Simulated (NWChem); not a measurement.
Program: NWChem. System: H$_{4}$PbSSi, charge 0, spin multiplicity 1, displaced from the optimised geometry. The structure started from a generated list of species.

The NWChem input:

```
start mol
memory heap 200 mb stack 800 mb global 1000 mb
geometry units angstroms nocenter noautoz
  Pb     0.568558    -0.077865     0.000000
  S     -1.466995    -1.717025     0.000000
  H     -0.696489    -2.877056     0.000000
  Si    -1.260078     2.079705     0.000000
  H     -1.036326     2.981402     1.232309
  H     -2.739604     1.655730     0.000000
  H     -1.036326     2.981402    -1.232309
  symmetry group Cs
end
basis spherical
  * library def2-svp
end
ecp
  Pb library def2-ecp
end
dft
  xc pbe0
  semidirect memsize 60000000 filesize 0
  iterations 100
  convergence nodiis damp 40
end
task dft gradient
```

The output up to the point where the run's verdict is printed (cleaned and shortened):

```
             Northwest Computational Chemistry Package (NWChem) 7.3.0
             --------------------------------------------------------

                                NWChem Input Module
                                -------------------

 Scaling coordinates for geometry "geometry" by  1.889725989
 (inverse scale =  0.529177249)

 Turning off AUTOSYM since
 SYMMETRY directive was detected!

                             Geometry "geometry" -> ""
                             -------------------------

 Output coordinates in angstroms (scale by  1.889725989 to convert to a.u.)

  No.       Tag          Charge          X              Y              Z
 ---- ---------------- ---------- -------------- -------------- --------------
    1 Pb                  82.0000     0.56855800    -0.07786500     0.00000000
    2 S                   16.0000    -1.46699500    -1.71702500     0.00000000
    3 H                    1.0000    -0.69648900    -2.87705600     0.00000000
    4 Si                  14.0000    -1.26007800     2.07970500     0.00000000
    5 H                    1.0000    -1.03632600     2.98140200     1.23230900
    6 H                    1.0000    -2.73960400     1.65573000     0.00000000
    7 H                    1.0000    -1.03632600     2.98140200    -1.23230900

 Effective nuclear repulsion energy (a.u.)     589.7517631138

            Nuclear Dipole moment (a.u.)
            ----------------------------
        X                 Y               Z
 ---------------- ---------------- ----------------
    -0.0000018897     0.0000340151     0.0000000000

      Symmetry information
      --------------------

 Group name             Cs
 Group number              2
 Group order               2
 No. of unique centers     6

      Symmetry unique atoms

     1    2    3    4    5    6


 Summary of "ao basis" -> "" (spherical)
 ------------------------------------------------------------------------------
       Tag                 Description            Shells   Functions and Types
 ---------------- ------------------------------  ------  ---------------------
[...]
 d= 0,ls=0.5         52   -684.6446927925 -6.62D+01  6.10D-01              17.3
 d= 0,ls=0.5         53   -618.4501313044  6.62D+01  6.10D-01              17.6
 d= 0,ls=0.5         54   -684.6446927925 -6.62D+01  6.10D-01              17.8
 d= 0,ls=0.5         55   -618.4501313044  6.62D+01  6.10D-01              18.1
 d= 0,ls=0.5         56   -684.6446927925 -6.62D+01  6.10D-01              18.4
 d= 0,ls=0.5         57   -618.4501313044  6.62D+01  6.10D-01              18.7
 d= 0,ls=0.5         58   -684.6446927925 -6.62D+01  6.10D-01              19.1
 d= 0,ls=0.5         59   -618.4501313044  6.62D+01  6.10D-01              19.3
 d= 0,ls=0.5         60   -684.6446927925 -6.62D+01  6.10D-01              19.6
 d= 0,ls=0.5         61   -618.4501313044  6.62D+01  6.10D-01              19.8
 d= 0,ls=0.5         62   -684.6446927925 -6.62D+01  6.10D-01              20.1
 d= 0,ls=0.5         63   -618.4501313044  6.62D+01  6.10D-01              20.3
 d= 0,ls=0.5         64   -684.6446927925 -6.62D+01  6.10D-01              20.6
 d= 0,ls=0.5         65   -618.4501313044  6.62D+01  6.10D-01              20.8
 d= 0,ls=0.5         66   -684.6446927925 -6.62D+01  6.10D-01              21.1
 d= 0,ls=0.5         67   -618.4501313044  6.62D+01  6.10D-01              21.4
 d= 0,ls=0.5         68   -684.6446927925 -6.62D+01  6.10D-01              21.6
 d= 0,ls=0.5         69   -618.4501313044  6.62D+01  6.10D-01              21.9
 d= 0,ls=0.5         70   -684.6446927925 -6.62D+01  6.10D-01              22.1
 d= 0,ls=0.5         71   -618.4501313044  6.62D+01  6.10D-01              22.4
 d= 0,ls=0.5         72   -684.6446927925 -6.62D+01  6.10D-01              22.7
 d= 0,ls=0.5         73   -618.4501313044  6.62D+01  6.10D-01              23.0
 d= 0,ls=0.5         74   -684.6446927925 -6.62D+01  6.10D-01              23.2
 d= 0,ls=0.5         75   -618.4501313044  6.62D+01  6.10D-01              23.5
 d= 0,ls=0.5         76   -684.6446927925 -6.62D+01  6.10D-01              23.7
 d= 0,ls=0.5         77   -618.4501313044  6.62D+01  6.10D-01              24.0
 d= 0,ls=0.5         78   -684.6446927925 -6.62D+01  6.10D-01              24.3
 d= 0,ls=0.5         79   -618.4501313044  6.62D+01  6.10D-01              24.5
 d= 0,ls=0.5         80   -684.6446927925 -6.62D+01  6.10D-01              24.8
 d= 0,ls=0.5         81   -618.4501313044  6.62D+01  6.10D-01              25.1
 d= 0,ls=0.5         82   -684.6446927925 -6.62D+01  6.10D-01              25.4
 d= 0,ls=0.5         83   -618.4501313044  6.62D+01  6.10D-01              25.6
 d= 0,ls=0.5         84   -684.6446927925 -6.62D+01  6.10D-01              25.9
 d= 0,ls=0.5         85   -618.4501313044  6.62D+01  6.10D-01              26.2
 d= 0,ls=0.5         86   -684.6446927925 -6.62D+01  6.10D-01              26.5
 d= 0,ls=0.5         87   -618.4501313044  6.62D+01  6.10D-01              26.9
 d= 0,ls=0.5         88   -684.6446927925 -6.62D+01  6.10D-01              27.1
 d= 0,ls=0.5         89   -618.4501313044  6.62D+01  6.10D-01              27.4
 d= 0,ls=0.5         90   -684.6446927925 -6.62D+01  6.10D-01              27.7
 d= 0,ls=0.5         91   -618.4501313044  6.62D+01  6.10D-01              28.0
 d= 0,ls=0.5         92   -684.6446927925 -6.62D+01  6.10D-01              28.3
 d= 0,ls=0.5         93   -618.4501313044  6.62D+01  6.10D-01              28.5
 d= 0,ls=0.5         94   -684.6446927925 -6.62D+01  6.10D-01              28.9
 d= 0,ls=0.5         95   -618.4501313044  6.62D+01  6.10D-01              29.1
 d= 0,ls=0.5         96   -684.6446927925 -6.62D+01  6.10D-01              29.4
 d= 0,ls=0.5         97   -618.4501313044  6.62D+01  6.10D-01              29.7
 d= 0,ls=0.5         98   -684.6446927925 -6.62D+01  6.10D-01              30.1
 d= 0,ls=0.5         99   -618.4501313044  6.62D+01  6.10D-01              30.4
 d= 0,ls=0.5        100   -684.6446927925 -6.62D+01  6.10D-01              30.7
```

The run did not converge; its last values are not results. The next line reads: Calculation failed to converge. NWChem stopped with the message: dft gradient failed.
